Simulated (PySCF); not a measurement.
GeH3, SMILES [GeH3+], charge +1.

Geometry optimised at B3LYP-D3(BJ)/def2-TZVPD.

Two levels are set side by side: TDDFT-PBE/def2-TZVPD (PySCF) and ADC(2)/aug-cc-pVDZ (PySCF). Vertical, same geometry; the bases differ. Differences are taken from unrounded values.

```tsv
quantity	ADC(2)
lowest singlet excitation (eV)	5.90
```

Problem. What does TDDFT-PBE give, and how far is it from ADC(2)? (An estimate is asked for; the answer gives what the named calculation found.)

Solution. 
```
quantity                        TDDFT-PBE  TDDFT-PBE minus ADC(2)
------------------------------  ---------  ----------------------
lowest singlet excitation (eV)       5.11                   -0.79
```

A lower first singlet is the usual sign of a functional without exact exchange. Differences between two approximate levels are no errors against the true value.

Rough cost on one machine, each run with all the roots and properties that it gave: ADC(2) against TDDFT-PBE about 3 times.
